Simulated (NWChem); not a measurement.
System: C$_{4}$H$_{3}$F; SMILES C#CC(=C)F

Here is an NWChem input.

```
start job
memory heap 200 mb stack 700 mb global 900 mb
geometry units angstroms noautoz
  C      0.055319     2.194659     0.000000
  C     -0.002349     0.971175     0.000000
  C     -0.056632    -0.455627     0.000000
  C     -1.179230    -1.202767     0.000000
  F      1.158001    -1.050972     0.000000
  H      0.102714     3.275041     0.000000
  H     -2.162790    -0.716849     0.000000
  H     -1.111424    -2.299685     0.000000
end
basis spherical
  * library 6-31g*
end
dft
  xc b3lyp
  iterations 150
  mulliken
end
task dft energy
```

Structure relaxed at the PBE-D3(BJ)/def2-SVP level. B3LYP is NWChem's, with the RPA form of VWN correlation.

Predict the main results of this run. (B3LYP/6-31G* (spherical d).) Quantities: energy (Ha); highest occupied level (eV); orbital gap (eV); dipole (D).


```json
{
  "energy (Ha)": "-253.96",
  "highest occupied level (eV)": "-6.70",
  "orbital gap (eV)": "5.78",
  "dipole (D)": "1.44"
}
```
